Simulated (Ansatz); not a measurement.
Cost and result up the ladder for Tl3H4 (7 atoms). The state is a doublet with charge 0. Geometry: PBE-D4/def2-SVP.

```xyz
7

Tl   -0.7076    1.4636   -0.5344
Tl    2.2234   -0.1869    1.2337
Tl   -0.6761   -2.3258   -0.7844
H    -1.0140   -0.2552   -1.3852
H     0.9069   -1.6642    0.4664
H    -1.8479    1.6394    0.8825
H     1.1153    1.3293    0.1214
```

Ansatz on 4 threads of Arm Neoverse V2 on a shared host. Times are rough, and most runs start from the orbitals of an earlier one. ωB97X-V/def2-TZVP serves as the yardstick here, not as an exact answer. Differences are given only for rows in sets of like size (and for xTB, whose basis is part of the method), since another set adds its own error. Binding counts from free atoms at the same level (Tl doublet, H doublet; other spins of the atoms weren't run), without zero-point energy or a counterpoise term.

In the def2 sets Tl takes a core potential; there is no spin–orbit coupling. LC-ωPBE has ω = 0.4 bohr⁻¹. Correlated methods freeze 12 core orbitals; core or outer-core shells of Tl are correlated, in sets that lack core-valence functions. The rows differ in basis, and correlated rows in double-zeta sets carry the largest basis error. Another isomer (doublet) lies 0.06 eV lower at PBE0-D4/def2-TZVP; other spin states weren't run for this one.

Correlated methods converge slowly with the basis, most of all in double-zeta sets.

```
                         level  functions  wall time  binding energy per atom (eV)  difference from ωB97X-V/def2-TZVP (eV)
               PBE-D4/def2-SVP         98      1.5 s                          1.58                                       –
              PBE0-D4/def2-SVP         98      2.1 s                          1.54                                       –
PBE-D4/def2-TZVP (with forces)        174      3.1 s                          1.60                                    0.03
                 MP2/def2-TZVP        174      3.6 s                          1.37                                   -0.20
             LC-ωPBE/def2-TZVP        174      3.8 s                          1.49                                   -0.08
             PBE0-D4/def2-TZVP        174        5 s                          1.56                                   -0.01
           r2SCAN-D4/def2-TZVP        174      6.5 s                          1.60                                    0.03
              B97M-V/def2-TZVP        174       11 s                          1.68                                    0.11
             ωB97X-V/def2-TZVP        174       11 s                          1.57                                    0.00
              CCSD(T)/def2-SVP         98       23 s                          1.42                                       –
```
